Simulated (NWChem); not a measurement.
System: C$_{2}$H$_{5}$ClSi; SMILES [SiH3]/C=C\Cl

Here is an NWChem input.

```
start job
memory heap 200 mb stack 900 mb global 1100 mb
geometry units angstroms noautoz
  Si    -0.428366     1.661996     0.000000
  C      1.077715     0.539516     0.000000
  C      1.031654    -0.794251     0.000000
  Cl    -0.449892    -1.688109     0.000000
  H     -1.265245     1.430292     1.215475
  H     -1.265245     1.430292    -1.215475
  H      0.045022     3.078738     0.000000
  H      2.083037     0.976693     0.000000
  H      1.910780    -1.445205     0.000000
end
basis spherical
  * library def2-svp
end
dft
  xc pbe0
  iterations 150
  mulliken
end
task dft energy
```

Excerpt of the output:

```
             Northwest Computational Chemistry Package (NWChem) 7.3.0
             --------------------------------------------------------

 CS  symmetry detected

                             Geometry "geometry" -> ""
                             -------------------------

 Output coordinates in angstroms (scale by  1.889725989 to convert to a.u.)

  No.       Tag          Charge          X              Y              Z
 ---- ---------------- ---------- -------------- -------------- --------------
    1 Si                  14.0000    -0.43307834     1.69455798     0.00000000
    2 C                    6.0000     1.06894645     0.56665601     0.00000000
    3 C                    6.0000     1.01807766    -0.76693628     0.00000000
    4 Cl                  17.0000    -0.46668098    -1.65544765     0.00000000
    5 H                    1.0000    -1.27078717     1.46587235     1.21547500
    6 H                    1.0000    -1.27078717     1.46587235    -1.21547500
    7 H                    1.0000     0.04541379     3.10958426     0.00000000
    8 H                    1.0000     2.07583790     1.00020609     0.00000000
    9 H                    1.0000     1.89485133    -1.42105521     0.00000000

 Effective nuclear repulsion energy (a.u.)     191.8300010488

      Symmetry information
      --------------------

 Group name             Cs
 Group number              2
 Group order               2
 No. of unique centers     8

                                 NWChem DFT Module
                                 -----------------

 Summary of "ao basis" -> "ao basis" (spherical)
 ------------------------------------------------------------------------------
       Tag                 Description            Shells   Functions and Types
 ---------------- ------------------------------  ------  ---------------------
 Si                         def2-svp                 8       18   4s3p1d
 C                          def2-svp                 6       14   3s2p1d
 Cl                         def2-svp                 8       18   4s3p1d
 H                          def2-svp                 3        5   2s1p

      Symmetry analysis of basis
      --------------------------

        a'         63
        a"         26

            General Information
            -------------------
          SCF calculation type: DFT
          Wavefunction type:  closed shell.
          No. of atoms     :     9
          No. of electrons :    48
           Alpha electrons :    24
            Beta electrons :    24
          Charge           :     0
          Spin multiplicity:     1
          Use of symmetry is: on ; symmetry adaption is: on
          Maximum number of iterations: 150
          AO basis - number of functions:    89
                     number of shells:    43
          Convergence on energy requested:  1.00D-06
          Convergence on density requested:  1.00D-05
          Convergence on gradient requested:  5.00D-04

              XC Information
              --------------
                         PBE0 Method XC Functional
                     Hartree-Fock (Exact) Exchange  0.250
          PerdewBurkeErnzerhof Exchange Functional  0.750
            Perdew 1991 LDA Correlation Functional  1.000 local
           PerdewBurkeErnz. Correlation Functional  1.000 non-local

             Grid Information
             ----------------
          Grid used for XC integration:  medium
          Radial quadrature: Mura-Knowles
          Angular quadrature: Lebedev.
          Tag              B.-S. Rad. Rad. Pts. Rad. Cut. Ang. Pts.
          ---              ---------- --------- --------- ---------
          Si                  1.10       88          11.0       590
          C                   0.70       49          11.0       434
          Cl                  1.00       88          12.0       590
          H                   0.35       45          12.0       434
          Grid pruning is: on
          Number of quadrature shells:   454
          Spatial weights used:  Erf1

      Superposition of Atomic Density Guess
      -------------------------------------

 Sum of atomic energies:        -825.80807963

      Non-variational initial energy
      ------------------------------

 Total energy =    -827.532849
 1-e energy   =   -1520.327269
 2-e energy   =     500.964419
 HOMO         =      -0.296628
 LUMO         =       0.000893

      Symmetry analysis of molecular orbitals - initial
      -------------------------------------------------

  Numbering of irreducible representations:

     1 a'          2 a"

  Orbital symmetries:

     1 a'          2 a'          3 a'          4 a'          5 a'
     6 a'          7 a'          8 a"          9 a'         10 a'
    11 a'         12 a"         13 a'         14 a'         15 a'
    16 a'         17 a'         18 a'         19 a"         20 a"
    21 a'         22 a'         23 a'         24 a"         25 a"
    26 a'         27 a'         28 a'         29 a'         30 a"
    31 a'         32 a'         33 a'         34 a'

     ---------------------------------------------
      Total Density - Mulliken Population Analysis
     ---------------------------------------------

    Atom       Charge   Shell Charges
 -----------   ------   -------------------------------------------------------
    1 Si  14    13.56   2.00  1.99  1.00  0.28  5.94  1.13  1.09  0.14
    2 C    6     6.50   1.99  0.99  0.30  2.06  1.13  0.02
    3 C    6     5.76   1.99  0.95  0.24  1.69  0.84  0.05
    4 Cl  17    17.19   2.00  1.99  1.22  0.72  5.94  2.11  3.18  0.02
    5 H    1     1.07   0.70  0.36  0.01
    6 H    1     1.07   0.70  0.36  0.01
    7 H    1     1.08   0.70  0.37  0.01
    8 H    1     0.88   0.65  0.20  0.03
    9 H    1     0.90   0.67  0.20  0.02

   convergence    iter        energy       DeltaE   RMS-Dens  Diis-err
 ---------------- ----- ----------------- --------- --------- ---------
 d= 0,ls=0.0,diis     1   -828.1676400508 -1.02D+03  8.91D-03  3.73D-01
 d= 0,ls=0.0,diis     2   -828.1578095054  9.83D-03  6.11D-03  4.48D-01
 d= 0,ls=0.0,diis     3   -828.2080609370 -5.03D-02  2.03D-03  4.62D-02
 d= 0,ls=0.0,diis     4   -828.2139044302 -5.84D-03  7.23D-04  3.30D-03
 d= 0,ls=0.0,diis     5   -828.2143996150 -4.95D-04  1.65D-04  2.29D-04
  Resetting Diis
 d= 0,ls=0.0,diis     6   -828.2144304622 -3.08D-05  2.57D-05  6.34D-06
 d= 0,ls=0.0,diis     7   -828.2144313410 -8.79D-07  8.08D-06  1.85D-07

         Total DFT energy =     -828.214431340961
      One electron energy =    -1523.095089959063
           Coulomb energy =      564.488859004148
    Exchange-Corr. energy =      -61.438201434874
 Nuclear repulsion energy =      191.830001048828

 Numeric. integr. density =       48.000013558678

                  Occupations of the irreducible representations
                  ----------------------------------------------

                     irrep           alpha         beta
                     --------     --------     --------
                     a'               19.0         19.0
                     a"                5.0          5.0

                       DFT Final Molecular Orbital Analysis
                       ------------------------------------

 Vector   22  Occ=2.000000D+00  E=-3.528690D-01  Symmetry=a'
              MO Center=  1.4D-01,  5.1D-01,  1.0D-12, r^2= 3.9D+00
   Bfn.  Coefficient  Atom+Function         Bfn.  Coefficient  Atom+Function
  ----- ------------  ---------------      ----- ------------  ---------------
    22      0.333898  2 C  px                58      0.287599  4 Cl py
     8     -0.243814  1 Si px                80      0.228112  8 H  s
    55      0.219283  4 Cl py                21     -0.164071  2 C  s
    25      0.160935  2 C  px                65      0.159139  5 H  s
    70      0.159139  6 H  s                 11     -0.154760  1 Si px

 Vector   23  Occ=2.000000D+00  E=-3.283763D-01  Symmetry=a'
              MO Center= -2.5D-01, -1.2D+00,  4.5D-14, r^2= 2.8D+00
   Bfn.  Coefficient  Atom+Function         Bfn.  Coefficient  Atom+Function
  ----- ------------  ---------------      ----- ------------  ---------------
    58      0.477520  4 Cl py                55      0.350568  4 Cl py
    57     -0.337471  4 Cl px                54     -0.259951  4 Cl px
    52      0.202562  4 Cl py                85      0.173360  9 H  s
    21     -0.165398  2 C  s                 51     -0.149144  4 Cl px
    23      0.128003  2 C  py                35      0.122767  3 C  s

 Vector   24  Occ=2.000000D+00  E=-2.787283D-01  Symmetry=a"
              MO Center=  4.1D-01, -3.8D-01, -2.4D-15, r^2= 3.0D+00
   Bfn.  Coefficient  Atom+Function         Bfn.  Coefficient  Atom+Function
  ----- ------------  ---------------      ----- ------------  ---------------
    59      0.419782  4 Cl pz                24     -0.363895  2 C  pz
    38     -0.309233  3 C  pz                56      0.286828  4 Cl pz
    27     -0.272990  2 C  pz                41     -0.188633  3 C  pz
    53      0.165439  4 Cl pz                65      0.098591  5 H  s
    70     -0.098591  6 H  s                 66      0.092202  5 H  s

 Vector   25  Occ=0.000000D+00  E=-2.808622D-02  Symmetry=a"
              MO Center=  6.9D-01,  1.1D-01, -3.5D-15, r^2= 3.2D+00
   Bfn.  Coefficient  Atom+Function         Bfn.  Coefficient  Atom+Function
  ----- ------------  ---------------      ----- ------------  ---------------
    41      0.570113  3 C  pz                27     -0.481811  2 C  pz
    38      0.430793  3 C  pz                13     -0.401574  1 Si pz
    24     -0.335508  2 C  pz                66      0.336083  5 H  s
    71     -0.336083  6 H  s                 59     -0.239779  4 Cl pz
    56     -0.118042  4 Cl pz                17      0.109898  1 Si d  1

 Vector   26  Occ=0.000000D+00  E= 4.519450D-02  Symmetry=a'
              MO Center= -7.0D-02,  6.7D-01,  6.6D-13, r^2= 5.8D+00
   Bfn.  Coefficient  Atom+Function         Bfn.  Coefficient  Atom+Function
  ----- ------------  ---------------      ----- ------------  ---------------
    21      1.122782  2 C  s                 12      1.092471  1 Si py
    76     -0.668297  7 H  s                 35      0.656294  3 C  s
    86     -0.512981  9 H  s                 81     -0.463114  8 H  s
    11     -0.448279  1 Si px                57     -0.450085  4 Cl px
    26      0.332610  2 C  py                40     -0.328744  3 C  py

 Vector   27  Occ=0.000000D+00  E= 5.886026D-02  Symmetry=a'
              MO Center= -7.7D-03,  1.3D+00,  1.1D-13, r^2= 5.7D+00
   Bfn.  Coefficient  Atom+Function         Bfn.  Coefficient  Atom+Function
  ----- ------------  ---------------      ----- ------------  ---------------
    11      1.365686  1 Si px                86     -0.699269  9 H  s
    66      0.640036  5 H  s                 71      0.640036  6 H  s
    76     -0.585721  7 H  s                 81     -0.461742  8 H  s
    35      0.458672  3 C  s                 25      0.394524  2 C  px
    21     -0.386310  2 C  s                 39      0.229418  3 C  px

     ---------------------------------------------
      Total Density - Mulliken Population Analysis
     ---------------------------------------------

    Atom       Charge   Shell Charges
 -----------   ------   -------------------------------------------------------
    1 Si  14    13.62   2.00  1.98  1.04  0.21  5.93  1.32  0.97  0.18
    2 C    6     6.26   1.99  0.91  0.31  2.06  0.98  0.02
    3 C    6     6.00   1.99  0.93  0.20  1.99  0.84  0.05
    4 Cl  17    17.10   2.00  1.99  1.26  0.70  5.93  2.15  3.03  0.04
    5 H    1     1.05   0.73  0.32  0.01
    6 H    1     1.05   0.73  0.32  0.01
    7 H    1     1.08   0.73  0.33  0.01
    8 H    1     0.93   0.73  0.17  0.02
    9 H    1     0.91   0.73  0.15  0.02

     -------------------------------------------
      Total Density - Lowdin Population Analysis
     -------------------------------------------

    Atom       Charge   Shell Charges
 -----------   ------   -------------------------------------------------------
    1 Si  14    13.58   2.00  1.93  0.66  0.34  5.82  1.33  1.24  0.27
    2 C    6     6.25   1.97  0.63  0.35  1.89  1.35  0.06
    3 C    6     6.11   1.97  0.64  0.33  1.81  1.25  0.11
    4 Cl  17    16.88   2.00  1.96  1.03  0.77  5.82  2.26  3.00  0.04
    5 H    1     1.08   0.64  0.42  0.02
    6 H    1     1.08   0.64  0.42  0.02
    7 H    1     1.09   0.64  0.43  0.02
    8 H    1     0.95   0.62  0.26  0.07
    9 H    1     0.97   0.64  0.26  0.07

     Multipole analysis of the density
     ---------------------------------

     L   x y z        total         alpha         beta         nuclear
     -   - - -        -----         -----         ----         -------
     0   0 0 0     -0.000000    -24.000000    -24.000000     48.000000

     1   1 0 0      0.528990      0.264495      0.264495     -0.000000
     1   0 1 0      0.028692      0.014346      0.014346      0.000000
     1   0 0 1     -0.000000     -0.000000     -0.000000      0.000000

     2   2 0 0    -27.173612    -68.107038    -68.107038    109.040463
     2   1 1 0     -0.540326      4.000707      4.000707     -8.541739
     2   1 0 1      0.000000      0.000000      0.000000      0.000000
     2   0 2 0    -29.629912   -209.853315   -209.853315    390.076718
     2   0 1 1      0.000000      0.000000      0.000000      0.000000
     2   0 0 2    -30.600778    -20.576206    -20.576206     10.551634
```

Level: PBE0/def2-SVP. Structure relaxed at the PBE0/def2-SVP level.
